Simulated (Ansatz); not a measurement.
`OP[SiH2][SeH]`, 9 atoms. Total charge 0; spin multiplicity 1. Correlated methods include outer-core shells of Se, which these sets cover unevenly. Scalar relativity is left out up to krypton. All runs use 4 threads of a server CPU on a shared host. Correlated methods freeze the cores.

Q: How many basis functions does each run have, and how long does it take in Ansatz? RKS PBE0-D4/def2-TZVP relaxation (31 steps); RKS B2PLYP (frozen core)/def2-TZVPP energy; RKS PBE0-D4/def2-TZVP frequencies; RKS revPBE-D4/def2-TZVPP energy; RKS ωB97M-V/def2-SVP energy; RKS ωB97M-V/def2-QZVPP energy; RKS r2SCAN-D4/def2-TZVPP energy and forces; RKS PBE0-D4/def2-QZVPP energy; RHF-CCSD(T)/def2-SVP energy; RKS ωB97X-V/def2-TZVPP energy; direct RPA on PBE orbitals/def2-TZVPP energy; RKS PBE0-D4/def2-SVP energy. (An estimate is asked.)

A: Computed: Other jobs shared the machine, so times are rough.

```tsv
level	job	functions	wall time	peak host memory (GiB)
RKS PBE0-D4/def2-SVP	energy	107	1.2 s	0.23
RKS revPBE-D4/def2-TZVPP	energy	233	1.9 s	0.32
direct RPA on PBE orbitals/def2-TZVPP	energy	233	4.3 s	0.5
RHF-CCSD(T)/def2-SVP	energy	107	4.5 s	0.44
RKS r2SCAN-D4/def2-TZVPP	energy and forces	233	4.7 s	0.35
RKS ωB97M-V/def2-SVP	energy	107	5 s	0.35
RKS B2PLYP (frozen core)/def2-TZVPP	energy	233	5.5 s	0.61
RKS ωB97X-V/def2-TZVPP	energy	233	8 s	0.82
RKS PBE0-D4/def2-QZVPP	energy	436	9 s	1.8
RKS ωB97M-V/def2-QZVPP	energy	436	20 s	2.1
RKS PBE0-D4/def2-TZVP	relaxation (31 steps)	183	99 s	0.53
RKS PBE0-D4/def2-TZVP	frequencies	183	2.1 min	0.52
```
